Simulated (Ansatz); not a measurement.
Cost and result up the ladder for Be2O3 (5 atoms). The state is a singlet with charge 0. Geometry: PBE-D4/def2-TZVP.

```xyz
5

Be   -0.8590   -0.2344    0.1762
Be    0.7474   -0.0404   -0.5134
O     0.4849   -0.0355    1.1204
O    -0.3552   -0.8759   -1.0739
O    -0.0182    1.1862    0.2906
```

Ansatz on 4 threads of Arm Neoverse V1 on a shared host. Times are rough, and most runs start from the orbitals of an earlier one. No level here is sound enough to serve as a yardstick. Binding counts from free atoms at the same level (Be singlet, O triplet; other spins of the atoms weren't run), without zero-point energy or a counterpoise term.

Correlated methods freeze 3 core orbitals. The structure holds 1 bond(s) between oxygen atoms. Another isomer (singlet) lies 0.83 eV lower at PBE0-D4/def2-TZVP; other spin states weren't run for this one.

Correlated methods converge slowly with the basis.

| level | functions | wall time | binding energy per atom (eV) | remarks |
| --- | --- | --- | --- | --- |
| PBE-D4/def2-TZVP (with forces) | 131 | 0.8 s | 3.92 | restricted SCF unstable in HF |
| PBE0-D4/def2-TZVP | 131 | 0.95 s | 3.63 | restricted SCF unstable in HF |
| r2SCAN-D4/def2-TZVP | 131 | 1.4 s | 3.77 | restricted SCF unstable in HF |
| r2SCANh-D4/def2-TZVP | 131 | 1.8 s | 3.67 | restricted SCF unstable in HF |
| ωB97X-V/def2-TZVP | 131 | 2.5 s | 3.64 | restricted SCF unstable in HF |
| CCSD(T)/def2-TZVPP | 131 | 12 s | 3.37 | restricted SCF unstable |
